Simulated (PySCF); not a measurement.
# Exercise with solution: oscillator strength and radiative lifetime

C2H6FNOSi, SMILES N[SiH2]O/C=C/F.

Geometry optimised at PBE0-D3(BJ)/def2-SVP. The structure was generated by enumeration; whether it is a known compound was not checked. One conformer was computed; it need not be the lowest.

TDA-PBE0/def2-SVPD run with PySCF puts the first singlet state with f over 0.02 at 5.77 eV (vertical), with the transition dipole (-0.579, 0.134, 0.104) in atomic units.

Q: Find the oscillator strength, the wavelength and the radiative lifetime that this transition would have in vacuum if emission retraced absorption.

A: 
|μ|² = 0.3640 au, so |μ| = 1.53 D. ΔE = 5.77/27.211 = 0.2120 hartree. f = (2/3) ΔE |μ|² = 0.051 (the program prints 0.051).
λ = 1239.84/5.77 = 215 nm; ν = 46538 cm⁻¹.
Einstein's coefficient A = 0.6670 ν² f s⁻¹ (ν in cm⁻¹) = 7.4e7 s⁻¹, so τ = 1/A = 13 ns. This state is S1. The figure is the radiative limit of this one transition; relaxation, internal conversion, crossing to triplets and a medium change what is measured.
